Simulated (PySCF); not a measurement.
ClF2HSeSi. Atoms are numbered in the order given.

```xyz
6

F     -1.3924    -0.9253    -1.0987
Si    -0.5961    -0.3025     0.1487
F     -0.7021    -1.3554     1.3585
Cl    -1.5373     1.3953     0.7738
Se     1.5137     0.0112    -0.5385
H      1.8643     0.6597     0.7359
```
Charge 0, spin multiplicity 1.

The structure is a stationary point at r2SCAN-D4/def2-SVP. This is a generated structure with no PubChem entry under its InChIKey; it may be hypothetical. One conformer was computed; it need not be the lowest.

Computed with PBE/pcSseg-1 (PySCF).

GIAO shieldings, no solvent; atoms listed in one row are averaged. δ = σ(ref) − σ: ¹⁹F against CFCl3 (σ = 133.6 ppm); ²⁹Si against TMS (σ = 335.4 ppm); ³⁵Cl against HCl (σ = 936.5 ppm); ⁷⁷Se against Me2Se (σ = 1634.8 ppm); ¹H against TMS (σ = 31.49 ppm), references at their B3LYP-D3(BJ)/def2-TZVP geometries, non-relativistic (without spin–orbit terms, shifts of atoms bonded to Cl or Br come out too high).

Computed chemical shifts:
```json
[
 {"nucleus": "¹⁹F", "atoms": "F3", "count": "1", "δ (ppm)": "-102.9"},
 {"nucleus": "¹⁹F", "atoms": "F1", "count": "1", "δ (ppm)": "-126.9"},
 {"nucleus": "²⁹Si", "atoms": "Si2", "count": "1", "δ (ppm)": "-4.4"},
 {"nucleus": "³⁵Cl", "atoms": "Cl4", "count": "1", "δ (ppm)": "160.6"},
 {"nucleus": "⁷⁷Se", "atoms": "Se5", "count": "1", "δ (ppm)": "-344.3"},
 {"nucleus": "¹H", "atoms": "H6", "count": "1", "δ (ppm)": "1.34"}
]
```
